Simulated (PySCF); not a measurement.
# Shapes and spin states of TcH2

Level of theory: PySCF, PBE0, basis Tc def2-TZVP with ECP28, H def2-TZVP (scalar-relativistic core potentials, no spin–orbit coupling, density fitting).

Relaxations began from a few typed shapes and spin states; open shells are unrestricted. The search is not exhaustive: other isomers or separated fragments can lie lower, and high-lying points may rest on an excited occupation.

Problem. Which is the lowest minimum found?
A. quartet C2v: Tc–H 1.614 Å (×2); H–Tc–H 69.0°
B. broken-symmetry Ms = 3/2 (⟨S²⟩ 4.67) C2v: Tc–H 1.731 Å (×2); H–Tc–H 146.9°
C. broken-symmetry Ms = 3/2 (⟨S²⟩ 4.60) D∞h: Tc–H 1.774 Å (×2); H–Tc–H 180.0°
D. sextet C2v: H–H 0.858 Å, Tc–H 1.883 Å (×2); H–H–Tc 76.8° (×2), H–Tc–H 26.4°
E. broken-symmetry Ms = 1/2 (⟨S²⟩ 1.67) C2v: Tc–H 1.627 Å (×2); H–Tc–H 102.6°
F. sextet C2v: Tc–H 1.742 Å (×2); H–Tc–H 147.5°
G. quartet C2v: Tc–H 1.625 Å (×2); H–Tc–H 96.1°

Solution. F. The others lie at 24.1 (quartet C2v), 42.0 (quartet C2v), 65.0 (sextet C2v), 104.1 (broken-symmetry Ms = 1/2 C2v), 122.9 (broken-symmetry Ms = 3/2 C2v), 137.9 (broken-symmetry Ms = 3/2 D∞h, a saddle point) kJ/mol above it.

Formally Tc is in oxidation state +2, d5, with 5 unpaired electrons (the high-spin count). The Mulliken spin on Tc is 5.05. The polar-tensor charge on Tc, 0.72, is far below the formal one.

For the lowest minimum: other spin states or occupations of the open shell can lie lower.

The electron or spin density has lower symmetry than the nuclear frame for the broken-symmetry Ms = 3/2 (⟨S²⟩ 4.60) D∞h at 137.9 kJ/mol.
